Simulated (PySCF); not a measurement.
C₅H₉AsO₂.
SMILES with atom numbers: `[O:1]=[C:2]([OH:3])[C@@H:4]1[CH2:5][CH2:6][AsH:7][CH2:8]1` (hydrogens: H9 on O3; H10 on C4; H11, H12 on C5; H13, H14 on C6; H15 on As7; H16, H17 on C8)

Method: PBE0-D3(BJ)/def2-SVP geometry optimisation, gas phase (PySCF); density fitting, grid level 1; the optimiser is geomeTRIC in internal coordinates, started from a GFN2-xTB structure with every atom displaced at random (about 0.01 Å).

Step 0: E = -70235.7855 eV
```
atom  x, y, z in Å  |  force x, y, z in eV/Å
O1      1.7567   -1.0631   -1.7828   -0.414   0.158   0.310
C2      1.4978   -0.5972   -0.6961    1.186  -0.584  -1.429
O3      2.4611   -0.2359    0.1427    0.694   0.444   0.890
C4      0.1607   -0.3814   -0.1174   -1.463   0.010   0.181
C5     -0.0978    1.0544    0.3220    0.102  -0.082   0.984
C6     -1.4678    1.1426    1.0018    0.180  -0.258  -0.141
As7    -1.7287   -0.5862    1.9813    0.083   0.098  -0.010
C8     -0.0667   -1.2515    1.1175   -0.295   0.308  -0.036
H9      3.3459   -0.3838   -0.2370   -0.508  -0.106  -0.196
H10    -0.6029   -0.6517   -0.8770    0.398  -0.014   0.033
H11    -0.0366    1.7438   -0.5056    0.136   0.528  -0.617
H12     0.6943    1.3258    1.0533   -0.188   0.026  -0.258
H13    -1.5389    1.9999    1.6758    0.081   0.099   0.250
H14    -2.2717    1.2673    0.2708   -0.159  -0.094  -0.170
H15    -2.6464   -1.1835    0.9200   -0.047  -0.039  -0.035
H16     0.7539   -1.1079    1.8214    0.247  -0.039   0.252
H17    -0.1423   -2.3067    0.8696   -0.033  -0.455  -0.008
```

Step 1: E = -70235.8663 eV
```
atom  x, y, z in Å  |  force x, y, z in eV/Å
O1      1.7470   -0.9635   -1.8072    0.209  -0.138  -0.245
C2      1.5375   -0.5845   -0.6894   -0.465   0.259   0.344
O3      2.5203   -0.2500    0.1633   -0.255  -0.050  -0.001
C4      0.1578   -0.3918   -0.0893    0.281  -0.017  -0.035
C5     -0.0947    1.0586    0.3334   -0.005   0.075  -0.157
C6     -1.4719    1.1395    0.9844   -0.066   0.113   0.054
As7    -1.7390   -0.5637    1.9979   -0.043  -0.001  -0.034
C8     -0.0935   -1.2633    1.1391    0.044  -0.107   0.035
H9      3.3378   -0.3844   -0.3289    0.346  -0.034  -0.069
H10    -0.5392   -0.6739   -0.8903   -0.083   0.004  -0.046
H11    -0.0058    1.7510   -0.5251   -0.032  -0.090   0.090
H12     0.6878    1.3487    1.0520    0.017   0.001   0.040
H13    -1.5531    1.9995    1.6672    0.005  -0.054  -0.027
H14    -2.2729    1.2369    0.2364    0.028  -0.025   0.016
H15    -2.6796   -1.1834    0.9606    0.027   0.018   0.032
H16     0.7338   -1.1588    1.8590   -0.020  -0.007  -0.012
H17    -0.2019   -2.3319    0.8973    0.014   0.053   0.015
```

Step 2: E = -70235.8678 eV
```
atom  x, y, z in Å  |  force x, y, z in eV/Å
O1      1.7765   -0.9644   -1.8032   -0.245  -0.024  -0.194
C2      1.5313   -0.5724   -0.6937    0.317  -0.124   0.029
O3      2.5213   -0.2694    0.1624   -0.109   0.129   0.257
C4      0.1547   -0.3836   -0.0977    0.127   0.041  -0.075
C5     -0.1050    1.0657    0.3279    0.006   0.027  -0.017
C6     -1.4790    1.1419    0.9894   -0.007   0.016   0.010
As7    -1.7320   -0.5640    2.0015    0.009  -0.001  -0.006
C8     -0.0876   -1.2588    1.1324    0.012  -0.026   0.017
H9      3.3544   -0.4292   -0.3085   -0.092  -0.007  -0.015
H10    -0.5483   -0.6653   -0.8974   -0.005   0.005   0.007
H11    -0.0264    1.7559   -0.5286   -0.013  -0.013   0.006
H12     0.6799    1.3590    1.0445   -0.001  -0.004   0.002
H13    -1.5597    1.9989    1.6732    0.008  -0.008   0.000
H14    -2.2843    1.2339    0.2470    0.001  -0.011  -0.004
H15    -2.6751   -1.1848    0.9717   -0.005  -0.003  -0.004
H16     0.7422   -1.1522    1.8483   -0.003   0.004  -0.010
H17    -0.1921   -2.3262    0.8909    0.000   0.002  -0.003
```

**Question.** Estimate the geometry and energy of step 3. (The exact step hangs on the optimiser's Hessian estimate; all steps are aligned on step 2, rigid shifts and turns removed.)

**Answer.** E = -70235.8729 eV, largest force 0.131 eV/Å
```
atom  x, y, z in Å  |  force x, y, z in eV/Å
O1      1.7599   -0.9678   -1.8112    0.013   0.076   0.093
C2      1.5300   -0.5739   -0.6974    0.018  -0.130  -0.009
O3      2.5048   -0.2660    0.1746    0.081   0.014  -0.075
C4      0.1564   -0.3840   -0.1015    0.000   0.038  -0.057
C5     -0.1026    1.0655    0.3246    0.000   0.003   0.021
C6     -1.4754    1.1419    0.9892    0.004  -0.001   0.003
As7    -1.7261   -0.5642    2.0015    0.013  -0.001  -0.001
C8     -0.0834   -1.2598    1.1292   -0.011   0.000   0.014
H9      3.3467   -0.4226   -0.2832   -0.085   0.008   0.027
H10    -0.5487   -0.6651   -0.9001   -0.001   0.007   0.025
H11    -0.0259    1.7550   -0.5315   -0.011   0.006  -0.017
H12     0.6836    1.3587    1.0400   -0.008  -0.005  -0.004
H13    -1.5544    1.9985    1.6731    0.006   0.003   0.009
H14    -2.2821    1.2337    0.2485   -0.004  -0.010  -0.008
H15    -2.6714   -1.1847    0.9738   -0.009  -0.006  -0.008
H16     0.7477   -1.1534    1.8430   -0.001   0.006  -0.005
H17    -0.1885   -2.3268    0.8878   -0.003  -0.009  -0.008
```

The energy changes by -0.0052 eV. The first-order estimate −F·Δx gives -0.0117 eV and the mean of the old and new forces, exact on a quadratic surface, -0.0050 eV. The step makes an angle of 63° with the force vector and moves no atom by more than 0.027 Å.

The cost below is that of the whole optimisation. On one thread, Arm Neoverse V1 (aarch64), shared host with 32 logical CPUs at a one-minute load of 9.7, this took 99 s and 0.76 GiB of memory at its peak.
